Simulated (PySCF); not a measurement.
C₃H₃BO₂, SMILES B(C=O)(O)C#C.

Geometry: PBE0-D3(BJ)/def2-SVP. This is a generated structure with no PubChem entry under its InChIKey; it may be hypothetical. Other conformers were not sampled.

Computed with PBE0-D3(BJ)/def2-SVP (PySCF 2.14.0).

No scaling factor is applied to the harmonic values.

| mode | ν (cm⁻¹) | IR (km/mol) | Raman (Å⁴/amu) | depolarisation | moving atoms (share of kinetic energy) |
|---|---|---|---|---|---|
| 1 | 63 | 3.6 | 3.0 | 0.75 | O 35 %, C 34 %, H 30 % |
| 2 | 115 | 3.5 | 5.9 | 0.75 | O 43 %, C 40 %, H 12 % |
| 3 | 213 | 2.2 | 5.0 | 0.75 | C 62 %, H 18 %, B 13 % |
| 4 | 242 | 3.5 | 4.0 | 0.58 | C 43 %, O 37 %, H 14 % |
| 5 | 423 | 9.4 | 1.0 | 0.46 | O 47 %, C 44 % |
| 6 | 490 | 0.2 | 6.8 | 0.75 | B 46 %, H 36 %, C 17 % |
| 7 | 589 | 32.6 | 5.3 | 0.25 | O 42 %, C 36 %, B 12 %, H 9 % |
| 8 | 663 | 30.4 | 3.6 | 0.19 | C 75 %, H 13 %, O 9 % |
| 9 | 697 | 156.5 | 1.7 | 0.75 | H 72 %, O 12 %, B 10 % |
| 10 | 718 | 32.9 | 1.8 | 0.72 | H 75 %, C 25 % |
| 11 | 779 | 25.1 | 2.3 | 0.75 | H 74 %, C 26 % |
| 12 | 953 | 3.1 | 6.2 | 0.75 | H 48 %, C 35 %, B 14 % |
| 13 | 975 | 106.7 | 0.9 | 0.72 | H 64 %, B 13 %, O 12 %, C 11 % |
| 14 | 1249 | 156.5 | 5.7 | 0.73 | B 59 %, H 27 %, C 10 % |
| 15 | 1369 | 70.1 | 12.0 | 0.40 | H 53 %, B 22 %, O 16 %, C 10 % |
| 16 | 1448 | 208.3 | 1.1 | 0.19 | B 48 %, H 27 %, O 20 % |
| 17 | 1841 | 59.0 | 20.8 | 0.70 | C 60 %, O 39 % |
| 18 | 2192 | 92.6 | 170.3 | 0.25 | C 89 %, H 9 % |
| 19 | 2852 | 162.5 | 241.4 | 0.31 | H 92 % |
| 20 | 3475 | 47.3 | 34.6 | 0.24 | H 86 %, C 14 % |
| 21 | 3885 | 103.1 | 100.1 | 0.30 | H 94 % |
